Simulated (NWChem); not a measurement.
System: NH3SeO; SMILES O[Se]N

Results from NWChem. Pople sets run with spherical d functions. This build's default masses of Se (78.918 u) and Br (79.917 u) are each other's, which moves their modes by up to 0.6 %. Each level has its own optimisation; frequencies are unscaled. One conformer.

```
level                                 r O–Se (Å)  r N–Se (Å)  r H–O (Å)  r H–N (Å)  highest harmonic frequency (cm⁻¹)  lowest (cm⁻¹)  zero-point energy (kcal/mol)  dipole (D)
------------------------------------  ----------  ----------  ---------  ---------  ---------------------------------  -------------  ----------------------------  ----------
LDA (Slater exchange, VWN5)/def2-SVP       1.824       1.785      0.979      1.026                               3686            250                          24.5        2.30
Hartree-Fock/STO-3G                        1.819       1.843      0.993      1.031                               4204            297                          29.1        1.95
B3LYP/6-31G*                               1.848       1.832      0.973      1.016                               3715            238                          25.3        2.22
```
